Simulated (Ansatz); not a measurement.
Method: PBE0-D4/def2-SVP run with Ansatz (an electronic-structure program). No frequencies were computed at this level.

Ansatz 0.2 input:
```yaml
crystal:
  periodic: [false, false, false]
  atoms:
    - { symbol: C, position_ang: [-3.047355, 0.224129, 0.250918] }
    - { symbol: C, position_ang: [-2.119985, 0.515547, -0.896187] }
    - { symbol: Sn, position_ang: [0.043737, -0.103128, -0.449131] }
    - { symbol: F, position_ang: [-0.265876, -1.934522, 0.393585] }
    - { symbol: F, position_ang: [0.73386, -0.538659, -2.316553] }
    - { symbol: C, position_ang: [1.984712, 0.53458, 0.603277] }
    - { symbol: C, position_ang: [3.051349, -0.501461, 0.389227] }
    - { symbol: H, position_ang: [-2.830038, 0.848425, 1.114851] }
    - { symbol: H, position_ang: [-4.073897, 0.423302, -0.06145] }
    - { symbol: H, position_ang: [-2.982516, -0.82016, 0.547708] }
    - { symbol: H, position_ang: [-2.079466, 1.570159, -1.157789] }
    - { symbol: H, position_ang: [-2.336797, -0.085881, -1.77638] }
    - { symbol: H, position_ang: [2.233296, 1.497447, 0.164818] }
    - { symbol: H, position_ang: [1.705753, 0.64649, 1.647749] }
    - { symbol: H, position_ang: [2.750323, -1.461955, 0.801757] }
    - { symbol: H, position_ang: [3.264398, -0.630051, -0.669749] }
    - { symbol: H, position_ang: [3.968499, -0.184261, 0.888699] }
basis:
  gaussian: { orbitals: def2-svp }
hamiltonian:
  xc: pbe0
  dispersion: d4
relax:
  max_steps: 150
```

Output:

```
[...]
1860 factors; integrals over basis functions are off by at most 4.1e-4 eV
mean field evaluation 64: about -15560.4192 eV, gradient 5.7e-4 eV
mean field -15560.41917732 eV, -571.8348575357 hartree, gradient 1.2e-5 eV, S^2 0.000000; 0 other end points of the search recorded, 0 dependent functions left out
reference -15560.41921383 eV, -571.8348588773 hartree; 37, 37 occupied and 123, 123 virtual orbitals, 1860 factors
relax step   8: F+E_penalty+E_count = -15560.72911140 eV  Δ(F+E_penalty+E_count) = -3.214e-4 eV  max|allowed force component| = 1.755e-2 eV/Å  Δτ_max = 0.0196 Å  (31 SCF iters, accepted)
these checks for a lower state are left out or cut short: starts, cluster_reference, orbital_swaps, neighbouring_geometries, increment
1860 factors; integrals over basis functions are off by at most 4.1e-4 eV
mean field -15560.41948059 eV, -571.8348686806 hartree, gradient 1.2e-5 eV, S^2 0.000000; 0 other end points of the search recorded, 0 dependent functions left out
reference -15560.41951710 eV, -571.8348700221 hartree; 37, 37 occupied and 123, 123 virtual orbitals, 1860 factors
relax step   9: F+E_penalty+E_count = -15560.72939498 eV  Δ(F+E_penalty+E_count) = -2.836e-4 eV  max|allowed force component| = 1.501e-2 eV/Å  Δτ_max = 0.0248 Å  (31 SCF iters, accepted)
these checks for a lower state are left out or cut short: starts, cluster_reference, orbital_swaps, neighbouring_geometries, increment
1860 factors; integrals over basis functions are off by at most 4.2e-4 eV
mean field -15560.41995529 eV, -571.8348861255 hartree, gradient 1.2e-5 eV, S^2 0.000000; 0 other end points of the search recorded, 0 dependent functions left out
reference -15560.41999179 eV, -571.8348874668 hartree; 37, 37 occupied and 123, 123 virtual orbitals, 1860 factors
relax step  10: F+E_penalty+E_count = -15560.72980800 eV  Δ(F+E_penalty+E_count) = -4.130e-4 eV  max|allowed force component| = 5.308e-2 eV/Å  Δτ_max = 0.0529 Å  (30 SCF iters, accepted)
these checks for a lower state are left out or cut short: starts, cluster_reference, orbital_swaps, neighbouring_geometries, increment
1860 factors; integrals over basis functions are off by at most 4.2e-4 eV
mean field -15560.42028588 eV, -571.8348982744 hartree, gradient 1.2e-5 eV, S^2 0.000000; 0 other end points of the search recorded, 0 dependent functions left out
reference -15560.42032237 eV, -571.8348996153 hartree; 37, 37 occupied and 123, 123 virtual orbitals, 1860 factors
relax step  11: F+E_penalty+E_count = -15560.73013743 eV  Δ(F+E_penalty+E_count) = -3.294e-4 eV  max|allowed force component| = 4.719e-2 eV/Å  Δτ_max = 0.0384 Å  (30 SCF iters, accepted)
these checks for a lower state are left out or cut short: starts, cluster_reference, orbital_swaps, neighbouring_geometries, increment
1860 factors; integrals over basis functions are off by at most 4.3e-4 eV
mean field -15560.42070839 eV, -571.8349138013 hartree, gradient 1.2e-5 eV, S^2 0.000000; 0 other end points of the search recorded, 0 dependent functions left out
reference -15560.42074488 eV, -571.8349151422 hartree; 37, 37 occupied and 123, 123 virtual orbitals, 1860 factors
relax step  12: F+E_penalty+E_count = -15560.73056185 eV  Δ(F+E_penalty+E_count) = -4.244e-4 eV  max|allowed force component| = 4.123e-2 eV/Å  Δτ_max = 0.0485 Å  (30 SCF iters, accepted)
these checks for a lower state are left out or cut short: starts, cluster_reference, orbital_swaps, neighbouring_geometries, increment
1860 factors; integrals over basis functions are off by at most 4.3e-4 eV
mean field evaluation 96: about -15560.3648 eV, gradient 6.0e-3 eV
mean field -15560.42092982 eV, -571.8349219388 hartree, gradient 1.2e-5 eV, S^2 0.000000; 0 other end points of the search recorded, 0 dependent functions left out
reference -15560.42096631 eV, -571.8349232797 hartree; 37, 37 occupied and 123, 123 virtual orbitals, 1860 factors
relax step  13: F+E_penalty+E_count = -15560.73086106 eV  Δ(F+E_penalty+E_count) = -2.992e-4 eV  max|allowed force component| = 3.364e-2 eV/Å  Δτ_max = 0.0302 Å  (31 SCF iters, accepted)
these checks for a lower state are left out or cut short: starts, cluster_reference, orbital_swaps, neighbouring_geometries, increment
1860 factors; integrals over basis functions are off by at most 4.3e-4 eV
mean field -15560.42091739 eV, -571.8349214820 hartree, gradient 1.2e-5 eV, S^2 0.000000; 0 other end points of the search recorded, 0 dependent functions left out
reference -15560.42095386 eV, -571.8349228222 hartree; 37, 37 occupied and 123, 123 virtual orbitals, 1860 factors
relax step  14: F+E_penalty+E_count = -15560.73093727 eV  Δ(F+E_penalty+E_count) = -7.622e-5 eV  max|allowed force component| = 4.697e-2 eV/Å  Δτ_max = 0.0458 Å  (30 SCF iters, accepted)
these checks for a lower state are left out or cut short: starts, cluster_reference, orbital_swaps, neighbouring_geometries, increment
1860 factors; integrals over basis functions are off by at most 4.3e-4 eV
mean field -15560.42120967 eV, -571.8349322229 hartree, gradient 8.3e-6 eV, S^2 0.000000; 0 other end points of the search recorded, 0 dependent functions left out
reference -15560.42124616 eV, -571.8349335640 hartree; 37, 37 occupied and 123, 123 virtual orbitals, 1860 factors
relax step  15: F+E_penalty+E_count = -15560.73118180 eV  Δ(F+E_penalty+E_count) = -2.445e-4 eV  max|allowed force component| = 3.951e-2 eV/Å  Δτ_max = 0.0102 Å  (25 SCF iters, accepted)
these checks for a lower state are left out or cut short: starts, cluster_reference, orbital_swaps, neighbouring_geometries, increment
1860 factors; integrals over basis functions are off by at most 4.3e-4 eV
mean field -15560.42137133 eV, -571.8349381639 hartree, gradient 1.7e-5 eV, S^2 0.000000; 0 other end points of the search recorded, 0 dependent functions left out
reference -15560.42140782 eV, -571.8349395049 hartree; 37, 37 occupied and 123, 123 virtual orbitals, 1860 factors
relax step  16: F+E_penalty+E_count = -15560.73132799 eV  Δ(F+E_penalty+E_count) = -1.462e-4 eV  max|allowed force component| = 2.082e-2 eV/Å  Δτ_max = 0.0073 Å  (24 SCF iters, accepted)
these checks for a lower state are left out or cut short: starts, cluster_reference, orbital_swaps, neighbouring_geometries, increment
1860 factors; integrals over basis functions are off by at most 4.3e-4 eV
mean field -15560.42146714 eV, -571.8349416849 hartree, gradient 1.1e-5 eV, S^2 0.000000; 0 other end points of the search recorded, 0 dependent functions left out
reference -15560.42150362 eV, -571.8349430257 hartree; 37, 37 occupied and 123, 123 virtual orbitals, 1860 factors
relax step  17: F+E_penalty+E_count = -15560.73144211 eV  Δ(F+E_penalty+E_count) = -1.141e-4 eV  max|allowed force component| = 4.093e-3 eV/Å  Δτ_max = 0.0080 Å  (24 SCF iters, accepted)
these checks for a lower state are left out or cut short: starts, cluster_reference, orbital_swaps, neighbouring_geometries, increment
1860 factors; integrals over basis functions are off by at most 4.3e-4 eV
mean field evaluation 128: about -15560.3653 eV, gradient 2.8e-3 eV
mean field -15560.42153305 eV, -571.8349441071 hartree, gradient 1.2e-5 eV, S^2 0.000000; 0 other end points of the search recorded, 0 dependent functions left out
reference -15560.42156953 eV, -571.8349454478 hartree; 37, 37 occupied and 123, 123 virtual orbitals, 1860 factors
relax step  18: F+E_penalty+E_count = -15560.73152193 eV  Δ(F+E_penalty+E_count) = -7.982e-5 eV  max|allowed force component| = 6.128e-3 eV/Å  Δτ_max = 0.0200 Å  (31 SCF iters, accepted)
these checks for a lower state are left out or cut short: starts, cluster_reference, orbital_swaps, neighbouring_geometries, increment
1860 factors; integrals over basis functions are off by at most 4.5e-4 eV
mean field -15560.42120976 eV, -571.8349322263 hartree, gradient 1.2e-5 eV, S^2 0.000000; 0 other end points of the search recorded, 0 dependent functions left out
reference -15560.42124623 eV, -571.8349335665 hartree; 37, 37 occupied and 123, 123 virtual orbitals, 1860 factors
relax step  19: F+E_penalty+E_count = -15560.73119906 eV  Δ(F+E_penalty+E_count) = +3.229e-4 eV  max|allowed force component| = 6.612e-2 eV/Å  Δτ_max = 0.0962 Å  (30 SCF iters, rejected (line search))
these checks for a lower state are left out or cut short: starts, cluster_reference, orbital_swaps, neighbouring_geometries, increment
1860 factors; integrals over basis functions are off by at most 4.4e-4 eV
mean field -15560.42165513 eV, -571.8349485935 hartree, gradient 1.2e-5 eV, S^2 0.000000; 0 other end points of the search recorded, 0 dependent functions left out
reference -15560.42169160 eV, -571.8349499338 hartree; 37, 37 occupied and 123, 123 virtual orbitals, 1860 factors
relax step  20: F+E_penalty+E_count = -15560.73164788 eV  Δ(F+E_penalty+E_count) = -1.260e-4 eV  max|allowed force component| = 1.136e-2 eV/Å  Δτ_max = 0.0469 Å  (30 SCF iters, accepted)
these checks for a lower state are left out or cut short: starts, cluster_reference, orbital_swaps, neighbouring_geometries, increment
1860 factors; integrals over basis functions are off by at most 4.4e-4 eV
mean field -15560.42167487 eV, -571.8349493188 hartree, gradient 1.2e-5 eV, S^2 0.000000; 0 other end points of the search recorded, 0 dependent functions left out
reference -15560.42171133 eV, -571.8349506589 hartree; 37, 37 occupied and 123, 123 virtual orbitals, 1860 factors
relax step  21: F+E_penalty+E_count = -15560.73167274 eV  Δ(F+E_penalty+E_count) = -2.486e-5 eV  max|allowed force component| = 1.862e-2 eV/Å  Δτ_max = 0.0232 Å  (31 SCF iters, accepted)
these checks for a lower state are left out or cut short: starts, cluster_reference, orbital_swaps, neighbouring_geometries, increment
1860 factors; integrals over basis functions are off by at most 4.4e-4 eV
mean field evaluation 160: about -15560.4217 eV, gradient 1.9e-5 eV
mean field -15560.42169325 eV, -571.8349499942 hartree, gradient 1.9e-5 eV, S^2 0.000000; 0 other end points of the search recorded, 0 dependent functions left out
reference -15560.42172971 eV, -571.8349513341 hartree; 37, 37 occupied and 123, 123 virtual orbitals, 1860 factors
relax step  22: F+E_penalty+E_count = -15560.73169957 eV  Δ(F+E_penalty+E_count) = -2.683e-5 eV  max|allowed force component| = 1.421e-2 eV/Å  Δτ_max = 0.0067 Å  (23 SCF iters, accepted)
these checks for a lower state are left out or cut short: starts, cluster_reference, orbital_swaps, neighbouring_geometries, increment
1860 factors; integrals over basis functions are off by at most 4.4e-4 eV
mean field -15560.42170860 eV, -571.8349505584 hartree, gradient 1.2e-5 eV, S^2 0.000000; 0 other end points of the search recorded, 0 dependent functions left out
reference -15560.42174505 eV, -571.8349518980 hartree; 37, 37 occupied and 123, 123 virtual orbitals, 1860 factors
relax step  23: F+E_penalty+E_count = -15560.73173816 eV  Δ(F+E_penalty+E_count) = -3.859e-5 eV  max|allowed force component| = 1.213e-2 eV/Å  Δτ_max = 0.0268 Å  (31 SCF iters, accepted)
these checks for a lower state are left out or cut short: starts, cluster_reference, orbital_swaps, neighbouring_geometries, increment
1860 factors; integrals over basis functions are off by at most 4.5e-4 eV
mean field -15560.42172750 eV, -571.8349512530 hartree, gradient 1.2e-5 eV, S^2 0.000000; 0 other end points of the search recorded, 0 dependent functions left out
reference -15560.42176394 eV, -571.8349525921 hartree; 37, 37 occupied and 123, 123 virtual orbitals, 1860 factors
relax step  24: F+E_penalty+E_count = -15560.73176982 eV  Δ(F+E_penalty+E_count) = -3.167e-5 eV  max|allowed force component| = 8.744e-3 eV/Å  Δτ_max = 0.0422 Å  (30 SCF iters, accepted)
1860 factors; integrals over basis functions are off by at most 4.5e-4 eV
mean field evaluation 192: about -15560.4217 eV, gradient 5.2e-5 eV
mean field -15560.42172750 eV, -571.8349512530 hartree, gradient 1.2e-5 eV, S^2 0.000000; 1 other end points of the search recorded, 0 dependent functions left out
reference -15560.42176394 eV, -571.8349525921 hartree; 37, 37 occupied and 123, 123 virtual orbitals, 1860 factors
Total energy: -15560.73180626 eV, -571.8463464373 hartree
Atom 0 at    -2.920436     0.052427     0.218271 Å, force     0.002316    -0.005368     0.005329 eV/Å
Atom 1 at    -1.903911     0.656338    -0.741156 Å, force    -0.008617     0.004216    -0.003047 eV/Å
Atom 2 at     0.049901    -0.200360    -0.517760 Å, force    -0.000221     0.003037    -0.007788 eV/Å
Atom 3 at    -0.260785    -1.859743     0.453926 Å, force     0.000655     0.002828     0.000337 eV/Å
Atom 4 at     0.556053    -0.855844    -2.279018 Å, force     0.002324    -0.001687    -0.000382 eV/Å
Atom 5 at     1.841922     0.603430     0.337317 Å, force     0.001252     0.003123     0.006712 eV/Å
Atom 6 at     2.904491    -0.478694     0.475826 Å, force     0.001348    -0.006642    -0.001878 eV/Å
Atom 7 at    -2.687233     0.288077     1.268190 Å, force    -0.002317    -0.001909    -0.007573 eV/Å
Atom 8 at    -3.929926     0.442713     0.011208 Å, force     0.000200    -0.001243     0.000315 eV/Å
Atom 9 at    -2.956794    -1.043516     0.134978 Å, force    -0.000970     0.008744     0.001898 eV/Å
Atom 10 at    -1.818446     1.748290    -0.626071 Å, force     0.001759    -0.007398    -0.000257 eV/Å
Atom 11 at    -2.163222     0.459658    -1.793725 Å, force     0.005088     0.001947     0.007453 eV/Å
Atom 12 at     2.170568     1.430907    -0.311194 Å, force    -0.005189    -0.004118     0.001190 eV/Å
Atom 13 at     1.565843     1.040495     1.310297 Å, force     0.002177    -0.001054    -0.003588 eV/Å
Atom 14 at     2.547377    -1.316373     1.093491 Å, force     0.001799     0.003652    -0.003321 eV/Å
Atom 15 at     3.187844    -0.890867    -0.504581 Å, force    -0.001635     0.001064     0.005246 eV/Å
Atom 16 at     3.816751    -0.076937     0.945350 Å, force     0.000034     0.000809    -0.000646 eV/Å
Dipole moment:    -0.072932     0.826064     0.320409 e Å
```

Cost: very roughly 5 core-minutes.
